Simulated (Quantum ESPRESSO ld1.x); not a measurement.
ld1.x (Quantum ESPRESSO 7.5) input

```
 &input
    zed=18.0,
    iswitch=1,
    rel=1,
    dft='PBE',
    config='[He] 2s1',
    prefix='ld1',
    max_out_wfc=37,
    file_charge='ld1.rho',
 /
```

Command: `OMP_NUM_THREADS=1 ld1.x < ld1.in > ld1.out`

It prints (banner and zero overlaps left out):

```
     Program LD1 v.7.5 starts

     --------------------------- All-electron run ----------------------------

     scalar relativistic calculation

     atomic number is 18.00
     dft =PBE   lsd =0 sic =0 latt =0  beta=0.20 tr2=1.0E-14
     Exchange-correlation= PBE
                           (   1   4   3   4   0   0   0)
     mesh =1937 r(mesh) =  99.24864 a.u. xmin = -8.00 dx = 0.00800
     1 Ry =  13.60569312 eV, c = 137.03599908

     n l     nl                  e(Ry)          e(Ha)          e(eV)
     1 0     1S 1( 2.00)      -288.0226      -144.0113     -3918.7471
     2 0     2S 1( 1.00)       -65.1915       -32.5957      -886.9749

     final scf error:  4.1E-15 reached in  14 iterations

     Etot =    -695.383203 Ry,    -347.691601 Ha,   -9461.170462 eV

     Ekin =     701.015671 Ry,     350.507835 Ha,    9537.804091 eV
     Encl =   -1432.494999 Ry,    -716.247500 Ha,  -19490.087362 eV
     Eh   =      60.939209 Ry,      30.469605 Ha,     829.120182 eV
     Exc  =     -24.843084 Ry,     -12.421542 Ha,    -338.007373 eV
```

Run on one thread of a shared host, so times are rough (Intel(R) Xeon(R) Processor @ 2.60GHz): 0.57 s of CPU time, 0.61 s wall, 14 iterations on 1937 mesh points.
